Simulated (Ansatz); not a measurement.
CH5BSi, SMILES `B[Si]C` (triplet; the order of the spin states depends on the level) (charge 0, multiplicity 3). This triplet lies 0.30 eV above the relaxed singlet at the level frozen-core CCSD(T)/cc-pVTZ // B3LYP-D3(BJ)/def2-TZVP (Ansatz, an electronic-structure program); other levels give the other order.

Computed with LC-ωPBE/cc-pVTZ // B3LYP-D3(BJ)/def2-TZVP in Ansatz.

Ansatz 0.2 input:
```yaml
crystal:
  periodic: [false, false, false]
  atoms:
    - { symbol: B, position_ang: [1.87172, -0.229124, -0.088687] }
    - { symbol: Si, position_ang: [0.063343, -0.895266, 0.106923] }
    - { symbol: C, position_ang: [-1.455425, 0.124682, -0.366269] }
    - { symbol: H, position_ang: [2.817223, -0.880665, 0.214308] }
    - { symbol: H, position_ang: [1.985717, 0.875238, -0.531439] }
    - { symbol: H, position_ang: [-1.131424, 1.078152, -0.791518] }
    - { symbol: H, position_ang: [-2.081546, 0.3247, 0.50581] }
    - { symbol: H, position_ang: [-2.069613, -0.39772, -1.102366] }
basis:
  gaussian: { orbitals: cc-pVTZ }
hamiltonian:
  xc: lc_wpbe
magnetization:
  spin_polarized: true
  initial_magnetization: 2
```

Output:

```
Functional definition: LC-wPBE
951 factors; their error is unknown
334 factors; integrals over basis functions are off by at most 2.7e-5 eV
mean field evaluation 1: about -9663.6563 eV, gradient 2.4e1 eV
mean field evaluation 2: about -9665.4751 eV, gradient 1.5e1 eV
mean field evaluation 4: about -9666.6330 eV, gradient 8.8e-1 eV
mean field evaluation 8: about -9666.6660 eV, gradient 1.4e-1 eV
mean field evaluation 16: about -9666.6312 eV, gradient 2.4e-4 eV
mean field -9666.63120166 eV, -355.2421443832 hartree, gradient 4.0e-5 eV, S^2 2.005443; 0 other end points of the search recorded, 0 dependent functions left out
reference -9666.63120167 eV, -355.2421443834 hartree; 16, 14 occupied and 148, 150 virtual orbitals, 951 factors
Total energy: -9666.63120167 eV, -355.2421443834 hartree
```
